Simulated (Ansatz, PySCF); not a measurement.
Species: sum formula SiOF (charge 0, doublet). It need not be the lowest isomer of its formula. SMILES: O=[Si]F
Coordinates optimised at B3LYP-D3(BJ)/def2-TZVP (Ansatz, a first-principles code):
```
Si
O 1 1.5267
F 1 1.5949 2 126.23
```
Charge 0, spin multiplicity 2.

Property: atomisation energy (electronic, to ground-state atoms), in kJ/mol. Correlated levels leave the core frozen unless marked. Open shells are spin-unrestricted. Spin-orbit coupling is left out. No relativistic terms. The coupled-cluster limit lacks core correlation, which all-electron functionals hold. CBS(X,Y): correlation extrapolated as X^-3; Hartree-Fock from the larger set. The program attaches cautions to a run behind SCS-MP2/STO-3G: large difference.

| level | program | atomisation energy (kJ/mol) |
|---|---|---|
| BHLYP-D3(BJ)/def2-TZVPD | Ansatz + dftd3 | 1047.9 |
| r2SCANh-D4/def2-TZVPD | Ansatz + dftd4 | 1141.7 |
| MN15-D3(BJ)/def2-TZVPD | PySCF + dftd3 | 1185.0 |
| B2GP-PLYP-D3(BJ)/def2-TZVPD | Ansatz + dftd3 | 1144.9 |
| B2PLYP-D4/def2-TZVPD | Ansatz + dftd4 | 1152.7 |
| PBE-QIDH/def2-TZVPD | Ansatz | 1122.1 |
| RI-MP2/CBS(cc-pV(T+d)Z,cc-pV(Q+d)Z) | Ansatz | 1245.2 |
| SCS-MP2/STO-3G | Ansatz | 601.0 |
| SCS-MP2/cc-pV(Q+d)Z | Ansatz | 1184.0 |
| CCSD(T)/CBS(cc-pV(T+d)Z,cc-pV(Q+d)Z) | Ansatz | 1158.2 |
